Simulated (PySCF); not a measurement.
B2H6O4Si, SMILES OB(O)[SiH2]B(O)O. Coordinates come from a PBE-D3(BJ)/def2-SVP optimisation. The structure was generated by enumeration, and PubChem lists no compound with its InChIKey, so it may never have been made. One conformer was computed; it need not be the lowest.

Give the equilibrium geometry at PBE-D3(BJ)/def2-SVP (PySCF confirms it by a frequency run) as Cartesian coordinates in Å. (The exact figures need the calculation; the answer reports its results.)

One answer among several that fit: 
```xyz
13

B     -1.6174    -0.2202    -0.0518
O     -1.6615     1.0395    -0.5849
O     -2.7590    -0.9735    -0.0067
Si     0.1474    -0.9471     0.6890
B      1.5827     0.3111    -0.0440
O      2.9242     0.1006    -0.2283
O      1.0934     1.5497    -0.4288
H     -0.7721     1.4636    -0.5885
H     -3.5073    -0.4714    -0.3889
H      0.4477    -2.3860     0.3372
H      0.1725    -0.8726     2.2006
H      3.1983    -0.7896     0.0525
H      1.7941     2.1297    -0.7908
```
Charge 0, spin multiplicity 1.
